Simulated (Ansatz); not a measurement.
```yaml
atoms:
  - { symbol: C, position_ang: [0.0000, 0.0290, -0.6397] }
  - { symbol: N, position_ang: [0.0000, 0.0648, 0.6909] }
  - { symbol: H, position_ang: [0.0000, -0.8994, -1.0671] }
  - { symbol: H, position_ang: [-0.8114, 0.5206, -0.9966] }
  - { symbol: H, position_ang: [0.8114, 0.5206, -0.9966] }
  - { symbol: H, position_ang: [-0.7477, -0.3847, 1.0310] }
  - { symbol: H, position_ang: [0.7477, -0.3847, 1.0310] }
```

Basis set: cc-pVDZ (spherical functions). Correlated methods keep 2 orbitals frozen. Charge 0, multiplicity 1.

Computed with Ansatz (development build ahead of 0.2.0); each method stands on the lowest determinant of its kind that the runs found. Restricted open shells among the atoms or ions are ROHF, correlated in semicanonical orbitals with singles.

**Question.** Give the atomization energy at this shape (free ground-state atoms in the same class of orbitals less the molecule, no zero-point energy) of singlet CH5N by RHF-MP2, RHF.

**Answer.**

| method | atomization energy |
| --- | --- |
| RHF-MP2 | 505.22 kcal/mol |
| RHF | 387.05 kcal/mol |

Caution: no unrestricted run beside it, a lower state can exist; the shape is not the minimum.
